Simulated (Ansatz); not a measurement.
Input file for Ansatz (a program for electronic structure): U-wB97X-V/def2-TZVPP on H4SeSi (SMILES [SiH3][SeH]), a point of a bond scan (R = 1.178 Å).

Ansatz 0.2 input:
```yaml
crystal:
  periodic: [false, false, false]
  atoms:
    - {symbol: Si, position_ang: [-1.41089708, -0.55973432, 0.05076610]}
    - {symbol: Se, position_ang: [0.70615001, 0.32303231, -0.02768899]}
    - {symbol: H, position_ang: [-1.63370995, -1.31771293, 1.30126411]}
    - {symbol: H, position_ang: [-2.30799106, 0.61377758, 0.00171144]}
    - {symbol: H, position_ang: [-1.66952665, -1.44568471, -1.10514268]}
    - {symbol: H, position_ang: [1.22497919, -0.73315201, 0.02075628]}
basis:
  gaussian:
    orbitals: def2-TZVPP
hamiltonian:
  xc: {name: wB97X-V}
magnetization: {spin_polarized: true, initial_magnetization: 0}
```

The head of its log:

```
WARN ansatz: RAYON_NUM_THREADS=1 ignored (pool sized by the plan → 1); use --threads N
Functional definition: wB97X-V
integrals: 0.08 GiB planned
936 factors; their error is unknown
integrals: 0.12 GiB planned
196 factors; integrals over basis functions are off by at most 2.0e-5 eV
mean field: 1.06 GiB planned
mean field evaluation 1: about -73283.7646 eV, gradient 7.3e0 eV
mean field evaluation 2: about -73284.0890 eV, gradient 2.5e0 eV
```

### Question
What total energy does the run end on?

### Answer
-2693.1523 hartree.
